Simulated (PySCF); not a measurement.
# Energy profile

The step: BNH₃Cl ([NH2][BH][Cl]) → BNHCl ([NH][B][Cl]) + H₂; bonds formed: H2–H4; bonds broken: B1–H2, N3–H4 (atoms numbered as in the saddle structure below).

```xyz
6
angstrom
B -0.3594 -0.0638 0.0235
H -0.3986 0.5600 -1.2101
N 0.9182 -0.3829 0.2192
H 0.4761 0.5534 -0.8431
Cl -1.9619 0.0175 0.7163
H 1.3254 -0.6842 1.0940
```

Electronic energies by CCSD(T) at an estimated basis limit (MP2 extrapolated from triple and quadruple zeta, plus CCSD(T) − MP2 in triple zeta), on PBE0-D4/def2-TZVP structures; BNH3Cl, singlet; no counterpoise correction. Program: PySCF 2.14 with density fitting (its default auxiliary sets; JK sets also for MP2 and CCSD(T)). Basis: def2-TZVPP and def2-QZVPP. Cores are frozen in the correlated methods. Extrapolation: Hartree–Fock as exp(−7.88 √X), correlation as X^−2.97.

**Question.** Give the profile in kcal/mol, counted from the start structure. (Judge from chemistry; the value comes from the calculation.)

**Answer.** Computed:
```csv
point,kcal/mol
start structure,0.00
saddle,80.95
end structure,46.95
"separated: BNHCl (linked as [NH][B][Cl]; B1, N3, Cl5, H6; singlet) + H2 (H2, H4; singlet)",47.41
```

No T1 diagnostic of these runs exceeds 0.015.

For scale, one of the runs: CCSD(T)/def2-TZVPP, 146 basis functions, launched by `OMP_NUM_THREADS=4 python run.py`. Time: 75 s of wall clock on 4 CPU threads of an Arm Neoverse V2; the host was shared. Peak host memory: 0.87 GiB.
